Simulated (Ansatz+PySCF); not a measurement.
Values are calculated unless marked as measured or tabulated.
This PySCF input gave a total energy of -15.13682 hartree.

```python
from pyscf import gto, dft

mol = gto.M(atom="""
Be 0.000000 0.000000 -0.543420
H 0.000000 0.000000 2.173660
""", basis='6-31g', charge=0, spin=1)
mf = dft.UKS(mol, xc='pbe0')
mf.kernel()
print(mf.converged, mf.e_tot, mf.spin_square()[0])
```

Question: Write an input for Ansatz with the same method and basis set.

Answer:

```yaml
crystal:
  periodic: [false, false, false]
  atoms:
    - { symbol: Be, position_ang: [0.0, 0.0, -0.54342] }
    - { symbol: H, position_ang: [0.0, 0.0, 2.17366] }
basis:
  gaussian: { orbitals: "6-31G" }
magnetization:
  spin_polarized: true
  initial_magnetization: 1
hamiltonian:
  xc: pbe0
scf:
  omitted_lower_state_checks: [stability, starts, atomic_configurations, cluster_reference, orbital_swaps, given_window_search, neighbouring_geometries, increment]
```

Ansatz (development build ahead of 0.2.0) gave -15.13682 hartree, 0.03 meV from the first. Caution: charge can spread falsely over distant fragments.
